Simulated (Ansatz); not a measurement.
```yaml
crystal:
  periodic: [false, false, false]
  atoms:
    - {symbol: Na, position_ang: [-3.158327, 0.658722, -0.755698]}
    - {symbol: Na, position_ang: [-0.301309, -1.043918, -0.410269]}
    - {symbol: Na, position_ang: [2.847501, 1.265206, 1.274101]}
    - {symbol: Na, position_ang: [-0.244951, 2.346802, 0.694314]}
    - {symbol: H, position_ang: [2.151586, -1.948952, 0.014186]}
    - {symbol: H, position_ang: [-2.225220, -1.166296, -1.046992]}
    - {symbol: H, position_ang: [2.207360, -2.639585, -0.131346]}
    - {symbol: H, position_ang: [0.950405, 0.407262, 0.408128]}
    - {symbol: H, position_ang: [-2.174233, 2.310141, -0.018195]}
basis:
  gaussian: {orbitals: def2-TZVP}
magnetization: {spin_polarized: true, initial_magnetization: 1}
hamiltonian: {xc: {name: B97}}
output: {forces: true}
```

```sh
$ ansatz run in.yaml --threads 4 --pin off --events-out ev --progress --plain --max-ram 3916MiB
```

Shortened log:

```
Functional definition: B97
1328 factors; their error is unknown
mean field evaluation 1: about -17739.3189 eV, gradient 1.7e1 eV
mean field evaluation 2: about -17741.0815 eV, gradient 9.7e0 eV
mean field evaluation 4: about -17742.1027 eV, gradient 2.9e-1 eV
mean field evaluation 8: about -17742.1817 eV, gradient 3.4e-2 eV
mean field evaluation 16: about -17742.1817 eV, gradient 6.0e-5 eV
mean field -17742.18167997 eV, -652.0131506561 hartree, gradient 6.0e-5 eV, S^2 0.750899; 1 other end points of the search recorded, 0 dependent functions left out
reference -17742.18175319 eV, -652.0131533471 hartree; 25, 24 occupied and 133, 134 virtual orbitals, 1328 factors
Total energy: -17742.18175319 eV, -652.0131533471 hartree
Atom 0 at    -3.158327     0.658722    -0.755698 Å, force     0.043224     0.027854    -0.005967 eV/Å
Atom 1 at    -0.301309    -1.043918    -0.410269 Å, force     0.013364    -0.026014    -0.020455 eV/Å
Atom 2 at     2.847501     1.265206     1.274101 Å, force    -0.032585    -0.007903    -0.009995 eV/Å
Atom 3 at    -0.244951     2.346802     0.694314 Å, force    -0.003221    -0.075131    -0.057899 eV/Å
Atom 4 at     2.151586    -1.948952     0.014186 Å, force    -0.096131     1.477060     0.323151 eV/Å
Atom 5 at    -2.225220    -1.166296    -1.046992 Å, force    -0.054578    -0.004247     0.001855 eV/Å
Atom 6 at     2.207360    -2.639585    -0.131346 Å, force     0.114830    -1.512867    -0.328005 eV/Å
Atom 7 at     0.950405     0.407262     0.408128 Å, force     0.024779     0.128395     0.064905 eV/Å
Atom 8 at    -2.174233     2.310141    -0.018195 Å, force    -0.009682    -0.007147     0.032410 eV/Å
Dipole moment:    -0.383223    -0.563228    -0.247078 e Å
```

It took 15 s on 4 threads of Arm Neoverse V1 on a shared host, peak host memory 0.77 GiB.

The geometry of the charge 0 doublet is only loosely relaxed.
